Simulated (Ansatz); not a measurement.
```yaml
crystal:
  periodic: [false, false, false]
  atoms:
    - {symbol: C, position_ang: [-2.007535, 0.391895, 0.152257]}
    - {symbol: Ga, position_ang: [-0.205206, -0.178043, -0.384672]}
    - {symbol: C, position_ang: [0.860865, -1.744695, 0.136606]}
    - {symbol: F, position_ang: [0.279415, 0.492456, -1.981511]}
    - {symbol: Se, position_ang: [1.296431, 1.889232, 0.794219]}
    - {symbol: H, position_ang: [-2.136384, 0.352693, 1.235892]}
    - {symbol: H, position_ang: [-2.209893, 1.407900, -0.191061]}
    - {symbol: H, position_ang: [-2.755094, -0.266749, -0.297447]}
    - {symbol: H, position_ang: [1.869354, -1.676006, -0.274737]}
    - {symbol: H, position_ang: [0.401796, -2.657012, -0.252820]}
    - {symbol: H, position_ang: [0.926697, -1.843862, 1.222282]}
    - {symbol: H, position_ang: [2.560317, 1.270770, 0.375449]}
    - {symbol: H, position_ang: [1.139638, 2.526720, -0.519657]}
basis:
  gaussian: {orbitals: STO-3G, nuclear_model: gaussian}
magnetization: {spin_polarized: true, initial_magnetization: 1}
hamiltonian: {xc: {name: LC-wPBE}}
scf: {lower_state_search: light}
output: {forces: true}
```

```sh
$ ansatz run in.yaml --threads 4 --pin off --events-out ev --progress --plain --max-ram 11315MiB
```

Output, abridged:

```
Error: a molecule whose nuclei and cores have a total charge of 94 cannot have a net charge of 0 together with 1 unpaired electrons
```

(1) What is wrong with this run?

## Answers

(1) The number of unpaired electrons doesn't fit the electron count. The input was rejected before any iteration.
